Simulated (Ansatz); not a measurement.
Reaction (hydrogenolysis of the Si–Cl bond): `Cl[SiH](Cl)[O][GeH3]` + H₂ → `Cl[SiH2][O][GeH3]` + HCl

Gas-phase electronic energies from Ansatz, PBE0-D4/def2-TZVP geometries. CBS: MP2 limit from def2 TZ/QZ plus the TZ coupled-cluster correction, frozen cores. This one scheme is used for every species. DFT in def2-TZVPP. B3LYP here is the variant with VWN-RPA as its local correlation; programs differ in this. HSE06 is defined as in plane-wave codes. For Ge outer-core shells are correlated without core-valence functions, which leaves a few kJ/mol of doubt a bond. Scalar relativity is left out up to krypton. Each species was taken in one conformer, which may not be the lowest.

`Cl[SiH](Cl)[O][GeH3]`:

Z-matrix (Å, degrees):
```
Si
Cl 1 2.045
O 1 1.603 2 110.8
Cl 1 2.048 2 107.4 3 120.8
H 1 1.469 2 108.9 3 -121.4
Ge 3 1.792 1 135.2 2 67.3
H 6 1.532 3 106.7 1 93.6
H 6 1.531 3 104.8 1 -147.2
H 6 1.534 3 108.2 1 -27.1
```

H₂:

```xyz
2

H     0.127    0.310    0.164
H    -0.127   -0.310   -0.164
```

`Cl[SiH2][O][GeH3]`:

Cartesian coordinates in Å:
```
Cl 2.501 0.262 -0.336
Si 0.805 -0.510 -1.220
O -0.386 -0.638 -0.136
Ge -1.003 0.391 1.186
H 0.451 0.425 -2.313
H 1.137 -1.856 -1.732
H -1.055 1.841 0.681
H -0.051 0.242 2.379
H -2.400 -0.159 1.490
```

HCl:

Cartesian coordinates in Å:
```
Cl 0.047 -0.638 -0.006
H -0.047 0.638 0.006
```

```csv
level,ΔE (kJ/mol),difference from CCSD(T)/CBS
revPBE-D4,95.6,5.6
B3LYP-D4,89.8,-0.2
BHLYP-D4,88.6,-1.4
ωB97X-V,88.2,-1.8
B2PLYP,85.2,-4.8
PBE,85.3,-4.7
BLYP,79.0,-11.0
PBE0,84.2,-5.8
B3LYP,79.4,-10.6
r2SCANh,93.1,3.1
HSE06,84.4,-5.6
CCSD(T)/def2-SVP,74.5,-15.5
MP2/def2-TZVPP,94.6,4.6
SCS-MP2/def2-TZVPP,86.9,-3.1
HF/CBS(def2),71.7,-18.3
CCSD/CBS(def2),85.7,-4.3
CCSD(T)/CBS,90.0,0
```

Largest T1 diagnostic among the species: 0.011.

The D4 term adds +10.5 kJ/mol with B3LYP and +5.6 kJ/mol with PBE0; it sums over pairs of atoms, weighted by their polarisabilities, and B3LYP, whose exchange is more repulsive, gets the larger term. In def2-TZVPP, CCSD(T) changes the Hartree–Fock value by +12.6 kJ/mol (the triples alone add +4.3 kJ/mol) and MP2 by +22.9 kJ/mol.
